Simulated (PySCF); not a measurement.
CCl2F, SMILES F[C](Cl)Cl, multiplicity 2. Atoms are numbered in the order given.

```xyz
4

F     -0.0865     1.6085     0.0000
C      0.3247     0.3499     0.0000
Cl    -0.0344    -0.4875     1.4773
Cl    -0.0344    -0.4875    -1.4773
```
Charge 0, spin multiplicity 2.

The structure is a stationary point at TPSSh-D3(BJ)/def2-SVP. The isomer is the one that the SMILES or the coordinates give; other isomers of the formula were not compared.

Two levels are set side by side: PBE/pcH-1 (PySCF) and PBE0/pcH-1 (PySCF). Contact hyperfine couplings, same geometry. Differences are taken from unrounded values.

```csv
quantity,PBE0
"A(iso) of 19F, atom F1 (MHz)",221.3
"A(iso) of 13C, atom C2 (MHz)",545.8
"A(iso) of 35Cl, atom Cl3 (MHz)",25.8
"A(iso) of 35Cl, atom Cl4 (MHz)",25.8
```

Question: What does PBE give, and how far is it from PBE0? (An estimate is asked for; the answer gives what the named calculation found.)

Answer: 
```
quantity                          PBE  PBE minus PBE0
------------------------------  -----  --------------
A(iso) of 19F, atom F1 (MHz)    186.1           -35.1
A(iso) of 13C, atom C2 (MHz)    533.6           -12.2
A(iso) of 35Cl, atom Cl3 (MHz)   26.9             1.1
A(iso) of 35Cl, atom Cl4 (MHz)   26.9             1.1
```

Rough cost on one machine, each run with all the roots and properties that it gave: PBE0 against PBE within a factor of 2.
